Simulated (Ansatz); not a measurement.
Mulliken charges of ClH4NO2Ti (`[NH2][Ti]([OH])([OH])[Cl]`) from PBE/def2-TZVPP in Ansatz (PBE0-D4/def2-TZVP geometry).

| atom | x (Å) | y (Å) | z (Å) | charge (e) |
| --- | --- | --- | --- | --- |
| N1 | -0.601 | 0.168 | -1.349 | -0.450 |
| Ti2 | 0.317 | 0.235 | 0.271 | 0.859 |
| O3 | 1.571 | -1.027 | 0.181 | -0.420 |
| O4 | -0.797 | -0.083 | 1.633 | -0.419 |
| Cl5 | 1.174 | 2.277 | 0.529 | -0.282 |
| H6 | -1.276 | 0.853 | -1.662 | 0.155 |
| H7 | -0.388 | -0.489 | -2.087 | 0.164 |
| H8 | 1.829 | -1.743 | 0.763 | 0.198 |
| H9 | -1.739 | -0.237 | 1.702 | 0.195 |

By hand: the dipole of these point charges (1 e Å = 4.8032 D).

Σ q r = (-0.353, -0.389, -0.186) e Å, of length 0.557 e Å = 2.68 D.

How does the dipole of the full density compare? (Estimate.)

Computed: (-0.483, -0.587, -0.173) e Å, 3.74 D; the point charges give 0.72 times that, at 7° from its direction.

Point charges leave out the atoms' own dipoles, such as those of lone pairs, and Mulliken's split depends on the basis, so the two needn't agree.
